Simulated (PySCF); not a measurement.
**Two-component Hartree-Fock for S³⁺ (sulfur, charge +3)**

Start: [Ne] 3s2 3p1; 3p3/2 filled at m_j = +3/2. Calculated with PySCF 2.14 in x2c-TZVPall-2c (5s6p2d1f, 40 functions): generalised Hartree-Fock with the X2C-1e Hamiltonian and a Gaussian nucleus; one run each with spin-orbit coupling (SO) switched off, then screened by Boettger's factors. This is a chosen level, not necessarily the ground level.

```
spinor shell  electrons  ε, spin-free (eV)  ε, screened SO (eV)  weight of nominal j (screened SO)  rms radius, screened SO (bohr)
       1s1/2          2            -2554.8              -2554.8                              1.000                           0.112
       2s1/2          2            -288.24              -288.25                              1.000                           0.515
       2p1/2          2            -223.55              -224.29                              0.974                           0.489
       2p3/2          4            -223.55              -223.20                              0.987                           0.490
       3s1/2          2            -57.676              -57.682                              0.999                            1.64
       3p3/2          1            -46.799              -46.756                              1.000                            1.80
```

| quantity | spin-free | screened SO |
| --- | --- | --- |
| E (hartree) | -396.15177 | -396.15086 |
| M_J | 3/2 | 3/2 |
| ⟨J²⟩ | 3.762 | 3.762 |
| ⟨L²⟩ | 2.009 | 2.009 |
| ⟨S²⟩ | 0.753 | 0.753 |

Each row is a mean over spinors that exchange with the open shell spreads, by up to 3.481 eV (3s1/2).

Without spin-orbit coupling the j labels of p, d and f shells carry no meaning; the spin-free column gives the mean over the occupied spinors of each nl shell.
